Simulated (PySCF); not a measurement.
Energy profile

The step: MgNH₂Cl ([NH2][Mg][Cl]) + H₂ → MgHCl ([MgH][Cl]) + NH₃ (still joined by a long Mg–N bond); bonds formed: Mg1–H5, N2–H4; bonds broken: H4–H5; bonds weakened to dative contacts: Mg1–N2 (atoms numbered as in the saddle structure below).

Mg1  (-0.803, 0.323, -0.574)
N2  (0.897, -0.461, 0.085)
Cl3  (-2.280, 0.822, -2.111)
H4  (0.066, 0.163, 1.079)
H5  (-0.744, 0.641, 1.336)
H6  (1.055, -1.453, 0.221)
H7  (1.809, -0.035, -0.036)
(Å)

Electronic energies by CCSD(T) at an estimated basis limit (MP2 extrapolated from triple and quadruple zeta, plus CCSD(T) − MP2 in triple zeta), on PBE0-D4/def2-TZVP structures; MgNH4Cl, singlet; no counterpoise correction. Computed with PySCF 2.14 with density fitting (its default auxiliary sets; JK sets also for MP2 and CCSD(T)) (basis: def2-TZVPP and def2-QZVPP); correlated methods freeze the cores. The outer core shell of Li, Na, Mg and K is correlated. The def2 sets are not built for correlating such inner shells, so the correlated values are less sure here. Extrapolation: Hartree–Fock as exp(−7.88 √X), correlation as X^−2.97.

(1) Give the profile in eV, counted from the separated reactants. (To be estimated.)

The T1 diagnostic stays at or below 0.010. The end structure is not quite a true minimum (one mode of 54i cm⁻¹).

Results:

(1) Computed:
```tsv
point	eV
separated: MgNH2Cl (linked as [NH2][Mg][Cl]; Mg1, N2, Cl3, H6, H7; singlet) + H2 (H4, H5; singlet)	0.000
start structure	-0.150
saddle	0.515
end structure	-0.663
separated: MgHCl (linked as [MgH][Cl]; Mg1, Cl3, H5; singlet) + NH3 (N2, H4, H6, H7; singlet)	0.396
```

For scale, one of the runs: CCSD(T)/def2-TZVPP, 161 basis functions, launched by `OMP_NUM_THREADS=4 python run.py`. Hardware: 4 CPU threads of a Oxide Virtual Turin-like, shared host. Wall time 110 s; peak host memory 1.6 GiB.
